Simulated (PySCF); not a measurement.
C₅H₆O₂, SMILES C#C[C@@H]1[C@H](O)[C@@H]1O. Geometry optimised at PBE0-D3(BJ)/def2-SVP. The structure was generated by enumeration; whether it is a known compound was not checked. One conformer was computed; it need not be the lowest.

Calculation: PBE0-D3(BJ)/def2-SVP (PySCF 2.14.0).

Harmonic wavenumbers (cm⁻¹): 120, 137, 258, 285, 347, 394, 525, 610, 654, 660, 696, 714, 762, 801, 955, 1017, 1026, 1102, 1105, 1202, 1242, 1314, 1348, 1369, 1392, 1481, 2236, 3157, 3179, 3189, 3489, 3748, 3802. Rotational constants (GHz): 3.971, 2.352, 2.101; symmetry number 1.

**Question.** Work out the zero-point energy and the ideal-gas rigid-rotor harmonic-oscillator thermochemistry at 298.15 K and 1 atm.

**Answer.** ZPE = ½ Σ hcν = ½ × 44316 cm⁻¹ = 265.07 kJ/mol. H − E(el) = 286.02 kJ/mol. Entropy in J/(mol K): translation 165.94, rotation 113.79, vibration 61.39, total 341.12. G − E(el) = 184.31 kJ/mol. Cp = 117.16 J/(mol K). Modes under 150 cm⁻¹ make the vibrational entropy uncertain.
